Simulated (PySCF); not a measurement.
From computed data to an observable: dipole moment from atomic charges

Al(AsH2)(F)(OH) (AlAsFH3O), SMILES [OH][Al]([F])[AsH2]. Atoms are numbered in the order given.

```xyz
7

Al     0.8721     0.5572     0.0307
As    -1.1838    -0.7212    -0.0009
H     -0.4393    -1.8192    -0.7863
H     -1.5804     0.0061    -1.3014
F      0.8719     2.2162    -0.2506
O      2.3395    -0.2276     0.4336
H      3.1854     0.2435     0.5053
```
Charge 0, spin multiplicity 1.

The structure is a stationary point at PBE-D3(BJ)/def2-SVP. The structure was generated by enumeration; whether it is a known compound was not checked. Other conformers were not sampled.

Charges (e) from PBE0/def2-TZVP (PySCF):

```csv
atom,ESP fit,Mulliken
Al1,0.921,0.692
As2,-0.173,-0.285
H3,0.035,0.090
H4,0.015,0.086
F5,-0.435,-0.360
O6,-0.794,-0.547
H7,0.430,0.324
```

The dipole moment of the full density is 0.71 D.

What dipole moment does each set of point charges give, and which comes closer to that of the density?


μ = Σ q r, and 1 e Å = 4.8032 D.
ESP fit: Σ q r = (0.102, -0.104, -0.037) e Å, |μ| = 0.72 D.
Mulliken: Σ q r = (0.204, -0.167, -0.144) e Å, |μ| = 1.44 D.
ESP fit comes closer in size. Point charges leave out the atoms' own dipoles (lone pairs, polarised bonds); fits to the potential absorb them, partitions of the density don't.
